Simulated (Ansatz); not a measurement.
HCl, charge +1, doublet, at a GFN2-xTB geometry (a state made from the parent by changing its charge; the spin is typed, not shown lowest), atoms displaced at random by about 0.05 Å a coordinate; Ansatz (an electronic-structure program) with B3LYP/def2-TZVP.

Here is a job for Ansatz.
Ansatz 0.2 input:
```yaml
crystal:
  periodic: [false, false, false]
  atoms:
    - {symbol: Cl, position_ang: [-0.06553216, -0.01671922, -0.03468947]}
    - {symbol: H, position_ang: [0.01981166, -0.00264544, 1.21613620]}
basis:
  gaussian:
    orbitals: def2-TZVP
hamiltonian:
  xc: b3lyp
total_charge: 1
magnetization: {spin_polarized: true, initial_magnetization: 1}
relax: {f_tol: 0.1}
```

The log (banner, timings and long lists left out):

```
Functional definition: B3LYP
307 factors; their error is unknown
mean field evaluation 1: about -12526.1731 eV, gradient 1.6e1 eV
mean field evaluation 2: about -12526.7641 eV, gradient 1.2e1 eV
mean field evaluation 4: about -12527.1441 eV, gradient 3.4e-1 eV
mean field evaluation 8: about -12527.1733 eV, gradient 1.5e-3 eV
mean field -12527.17334374 eV, -460.3651291593 hartree, gradient 1.7e-5 eV, S^2 0.753638; 0 other end points of the search recorded, 0 dependent functions left out
the calculation of the forces begins
reference -12527.17347317 eV, -460.3651339158 hartree; 9, 8 occupied and 34, 35 virtual orbitals, 307 factors
relax step   1: F+E_penalty+E_count = -12527.17334374 eV  Δ(F+E_penalty+E_count) = +0.000e0 eV  max|allowed force component| = 2.153e0 eV/Å  Δτ_max = 0.0000 Å  (26 SCF iters, accepted)
these checks for a lower state are left out or cut short: starts, cluster_reference, orbital_swaps, neighbouring_geometries, increment
307 factors; their error is unknown
mean field evaluation 16: about -12527.2002 eV, gradient 5.5e-3 eV
mean field -12527.22896701 eV, -460.3671732768 hartree, gradient 1.3e-5 eV, S^2 0.753667; 0 other end points of the search recorded, 0 dependent functions left out
the calculation of the forces begins
reference -12527.22909700 eV, -460.3671780541 hartree; 9, 8 occupied and 34, 35 virtual orbitals, 307 factors
relax step   2: F+E_penalty+E_count = -12527.22896701 eV  Δ(F+E_penalty+E_count) = -5.562e-2 eV  max|allowed force component| = 9.576e-1 eV/Å  Δτ_max = 0.0181 Å  (28 SCF iters, accepted)
these checks for a lower state are left out or cut short: starts, cluster_reference, orbital_swaps, neighbouring_geometries, increment
307 factors; their error is unknown
mean field -12527.24509293 eV, -460.3677658935 hartree, gradient 1.1e-5 eV, S^2 0.753699; 0 other end points of the search recorded, 0 dependent functions left out
the calculation of the forces begins
reference -12527.24522353 eV, -460.3677706931 hartree; 9, 8 occupied and 34, 35 virtual orbitals, 307 factors
relax step   3: F+E_penalty+E_count = -12527.24509293 eV  Δ(F+E_penalty+E_count) = -1.613e-2 eV  max|allowed force component| = 1.037e-1 eV/Å  Δτ_max = 0.0155 Å  (28 SCF iters, accepted)
these checks for a lower state are left out or cut short: starts, cluster_reference, orbital_swaps, neighbouring_geometries, increment
307 factors; their error is unknown
mean field evaluation 32: about -12527.2452 eV, gradient 1.3e-1 eV
mean field -12527.24530837 eV, -460.3677738107 hartree, gradient 1.7e-5 eV, S^2 0.753704; 0 other end points of the search recorded, 0 dependent functions left out
the calculation of the forces begins
reference -12527.24543906 eV, -460.3677786136 hartree; 9, 8 occupied and 34, 35 virtual orbitals, 307 factors
relax step   4: F+E_penalty+E_count = -12527.24530837 eV  Δ(F+E_penalty+E_count) = -2.154e-4 eV  max|allowed force component| = 9.414e-4 eV/Å  Δτ_max = 0.0021 Å  (23 SCF iters, accepted)
307 factors; their error is unknown
mean field -12527.24530837 eV, -460.3677738107 hartree, gradient 1.7e-5 eV, S^2 0.753704; 1 other end points of the search recorded, 0 dependent functions left out
the calculation of the forces begins
reference -12527.24543906 eV, -460.3677786136 hartree; 9, 8 occupied and 34, 35 virtual orbitals, 307 factors
Total energy: -12527.24543906 eV, -460.3677786136 hartree
Atom 0 at    -0.067961    -0.017120    -0.070285 Å, force     0.000064     0.000011     0.000941 eV/Å
Atom 1 at     0.022240    -0.002245     1.251731 Å, force    -0.000064    -0.000011    -0.000941 eV/Å
Dipole moment:     0.022595     0.003726     0.331153 e Å
```
